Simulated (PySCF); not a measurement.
C2H6Bi (SMILES [CH3][Bi][CH3]), doublet, at a GFN2-xTB geometry (such geometries of metal compounds can be far from the true shape) (the spin is typed, not shown lowest) (core potentials on Bi); PySCF with PBE0/def2-SVP.

The PySCF input:
```python
from pyscf import gto, scf, dft

mol = gto.M(
    atom='''
Bi    0.189510   -0.011201    0.228492
C     0.439302    0.241447   -2.022926
H     1.093793   -0.525586   -2.418202
H     0.862110    1.212368   -2.249777
H    -0.529834    0.158329   -2.493929
C    -2.077109   -0.144456    0.048021
H    -2.343627   -0.980729   -0.585283
H    -2.462307    0.765503   -0.393506
H    -2.522650   -0.282160    1.025269
''',
    basis='def2-svp',
    ecp={'Bi': 'def2-svp'},
    charge=0,
    spin=1,
    verbose=4,
)

mf = dft.UKS(mol)
mf.xc = 'pbe0'
mf.kernel()
```

### Question
Write the output that PySCF gives for this input, abridged.

### Answer

```
PySCF version 2.14.0

[INPUT] verbose = 4
[INPUT] num. atoms = 9
[INPUT] num. electrons = 41
[INPUT] charge = 0
[INPUT] spin (= nelec alpha-beta = 2S) = 1
[INPUT] symmetry False subgroup None
[INPUT] Mole.unit = angstrom
[INPUT] Symbol           X                Y                Z      unit          X                Y                Z       unit  Magmom
[INPUT]  1 Bi     0.189510000000  -0.011201000000   0.228492000000 AA    0.358121997866  -0.021166822321   0.431787301654 Bohr   0.0
[INPUT]  2 C      0.439302000000   0.241447000000  -2.022926000000 AA    0.830160465974   0.456268703598  -3.822776110262 Bohr   0.0
[INPUT]  3 H      1.093793000000  -0.525586000000  -2.418202000000 AA    2.066969206966  -0.993213594906  -4.569739493875 Bohr   0.0
[INPUT]  4 H      0.862110000000   1.212368000000  -2.249777000000 AA    1.629151789249   2.291043482187  -4.251462371346 Bohr   0.0
[INPUT]  5 H     -0.529834000000   0.158329000000  -2.493929000000 AA   -1.001241151483   0.299198447576  -4.712842784110 Bohr   0.0
[INPUT]  6 C     -2.077109000000  -0.144456000000   0.048021000000 AA   -3.925167140869  -0.272982277050   0.090746538228 Bohr   0.0
[INPUT]  7 H     -2.343627000000  -0.980729000000  -0.585283000000 AA   -4.428813168136  -1.853309212419  -1.106024575364 Bohr   0.0
[INPUT]  8 H     -2.462307000000   0.765503000000  -0.393506000000 AA   -4.653085864599   1.446591017533  -0.743618568373 Bohr   0.0
[INPUT]  9 H     -2.522650000000  -0.282160000000   1.025269000000 AA   -4.767117608134  -0.533205123307   1.937477614007 Bohr   0.0

nuclear repulsion = 121.568346981435
number of shells = 40
number of NR pGTOs = 151
number of NR cGTOs = 84
basis = def2-svp
ecp = {'Bi': 'def2-svp'}

******** <class 'pyscf.dft.uks.UKS'> ********
method = UKS
initial guess = minao
damping factor = 0
level_shift factor = 0
DIIS = <class 'pyscf.scf.diis.CDIIS'>
diis_start_cycle = 1
diis_space = 8
diis_damp = 0
SCF conv_tol = 1e-09
SCF conv_tol_grad = None
SCF max_cycles = 50
direct_scf = True
direct_scf_tol = 1e-13
number electrons alpha = 21  beta = 20
XC library pyscf.dft.libxc version 7.1.2
    S. Lehtola, C. Steigemann, M. J. T. Oliveira, and M. A. L. Marques,  SoftwareX 7, 1–5 (2018)
XC functionals = pbe0
    C. Adamo and V. Barone,  J. Chem. Phys. 110, 6158 (1999)
    M. Ernzerhof and G. E. Scuseria,  J. Chem. Phys. 110, 5029 (1999)
radial grids:
    Treutler-Ahlrichs [JCP 102, 346 (1995); DOI:10.1063/1.469408] (M4) radial grids

becke partition: Becke, JCP 88, 2547 (1988); DOI:10.1063/1.454033
pruning grids: <function nwchem_prune>
grids dens level: 3
symmetrized grids: False
atomic radii adjust function: <function treutler_atomic_radii_adjust>
small_rho_cutoff = 0
Set gradient conv threshold to 3.16228e-05
tot grids = 110528
init E= -267.522591414609

cycle= 1 E= -292.530693323757  delta_E=  -25  |g|= 1.59  |ddm|= 9.38
cycle= 2 E= -290.118417482361  delta_E= 2.41  |g|= 2.28  |ddm|= 17.2
cycle= 3 E= -294.224320841011  delta_E= -4.11  |g|= 0.225  |ddm|= 16.6
cycle= 4 E= -294.229494173927  delta_E= -0.00517  |g|= 0.24  |ddm|= 0.61
cycle= 5 E= -294.265003395691  delta_E= -0.0355  |g|= 0.0336  |ddm|= 0.279
cycle= 6 E= -294.265716352248  delta_E= -0.000713  |g|= 0.00538  |ddm|= 0.049
cycle= 7 E= -294.265745270416  delta_E= -2.89e-05  |g|= 0.00273  |ddm|= 0.0117
cycle= 8 E= -294.265751138278  delta_E= -5.87e-06  |g|= 0.00173  |ddm|= 0.005
cycle= 9 E= -294.265754123708  delta_E= -2.99e-06  |g|= 0.000575  |ddm|= 0.00297
cycle= 10 E= -294.265755019707  delta_E= -8.96e-07  |g|= 0.000124  |ddm|= 0.00266
cycle= 11 E= -294.265755064244  delta_E= -4.45e-08  |g|= 3.99e-05  |ddm|= 0.000656
cycle= 12 E= -294.26575506597  delta_E= -1.73e-09  |g|= 1.05e-05  |ddm|= 0.000131
cycle= 13 E= -294.265755066045  delta_E= -7.57e-11  |g|= 2.33e-06  |ddm|= 2.42e-05
Extra cycle  E= -294.26575506605  delta_E= -4.77e-12  |g|= 1.89e-06  |ddm|= 5.93e-06
converged SCF energy = -294.26575506605  <S^2> = 0.75402421  2S+1 = 2.0040202
```
